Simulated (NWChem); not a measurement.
System: AlPH$_{4}$O$_{2}$; SMILES [OH][Al]([OH])[PH2]

```xyz
8

Al     0.0114    -0.3921     0.0000
O     -0.0317    -1.1862    -1.5175
H     -0.0950    -2.1413    -1.6335
O     -0.0317    -1.1862     1.5175
H     -0.0950    -2.1413     1.6335
P     -0.0306     1.9337     0.0000
H      0.9293     2.0527     1.0472
H      0.9293     2.0527    -1.0472
```
Atoms are numbered in this order, from 1.

Level: B3LYP/6-31G* (spherical d) (NWChem), optimised geometry, unscaled harmonic frequencies. 

**Question.** List the harmonic frequencies with IR intensities, and the thermochemistry.

**Answer.** 
```json
[
 {"frequency (cm⁻¹)": "109", "IR intensity (km/mol)": "5.1"},
 {"frequency (cm⁻¹)": "143", "IR intensity (km/mol)": "0.0"},
 {"frequency (cm⁻¹)": "208", "IR intensity (km/mol)": "0.1"},
 {"frequency (cm⁻¹)": "210", "IR intensity (km/mol)": "1.5"},
 {"frequency (cm⁻¹)": "219", "IR intensity (km/mol)": "29.3"},
 {"frequency (cm⁻¹)": "322", "IR intensity (km/mol)": "318.5"},
 {"frequency (cm⁻¹)": "408", "IR intensity (km/mol)": "19.8"},
 {"frequency (cm⁻¹)": "559", "IR intensity (km/mol)": "355.1"},
 {"frequency (cm⁻¹)": "585", "IR intensity (km/mol)": "0.4"},
 {"frequency (cm⁻¹)": "643", "IR intensity (km/mol)": "5.6"},
 {"frequency (cm⁻¹)": "661", "IR intensity (km/mol)": "0.9"},
 {"frequency (cm⁻¹)": "817", "IR intensity (km/mol)": "146.4"},
 {"frequency (cm⁻¹)": "913", "IR intensity (km/mol)": "102.1"},
 {"frequency (cm⁻¹)": "1126", "IR intensity (km/mol)": "17.6"},
 {"frequency (cm⁻¹)": "2393", "IR intensity (km/mol)": "58.1"},
 {"frequency (cm⁻¹)": "2407", "IR intensity (km/mol)": "74.1"},
 {"frequency (cm⁻¹)": "3844", "IR intensity (km/mol)": "19.4"},
 {"frequency (cm⁻¹)": "3846", "IR intensity (km/mol)": "72.4"}
]
```

```json
{
  "zero_point_energy": "27.7 kcal/mol",
  "thermal correction to the enthalpy at 298.15 K (with zero-point energy)": "32.9 kcal/mol",
  "heat capacity Cv": "23.8 cal/(mol K)",
  "entropy at 298.15 K and 1 atm (symmetry number 1)": "82.7 cal/(mol K)",
  "dipole_moment": "3.12 D"
}
```

Rigid rotor and harmonic oscillator.
